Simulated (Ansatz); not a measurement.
Relaxation of ClFH$_{4}$OW (8 atoms, charge 0, multiplicity 1), to a largest force component of 0.03 eV/Å in at most 50 steps.

Computed with Ansatz, RHF/def2-SVP.

```xyz
8
Properties=species:S:1:pos:R:3
W -0.045 0.358 0.104
H 0.256 -1.040 1.131
F 1.745 0.387 0.560
O -0.237 2.225 -0.177
H -0.290 2.800 -0.925
Cl -2.265 -0.199 0.373
H 0.296 -1.474 0.442
H 0.174 -0.561 -1.278
```

Where does it end, and by what steps?

The forces met the threshold. After 6 steps the energy has fallen by 0.203 eV; H2 moved furthest, 0.25 Å.

```csv
step,energy less start (eV),largest force component (eV/Å),accepted
0,0.0000,1.386,yes
1,-0.1480,0.722,yes
2,-0.1791,0.541,yes
3,-0.1949,0.231,yes
4,-0.1928,0.363,no
5,-0.2019,0.066,yes
6,-0.2029,0.026,yes
```

```xyz
8
Properties=species:S:1:pos:R:3
W -0.029 0.434 0.107
H 0.215 -1.275 1.193
F 1.777 0.483 0.506
O -0.261 2.282 -0.181
H -0.302 2.792 -0.977
Cl -2.254 -0.138 0.358
H 0.304 -1.565 0.478
H 0.184 -0.517 -1.255
```

Whether the end is a true minimum wasn't checked by a vibrational analysis.

Time of the run: 21 s on 1 thread of Arm Neoverse V2, on a shared host, peak memory 0.21 GiB.
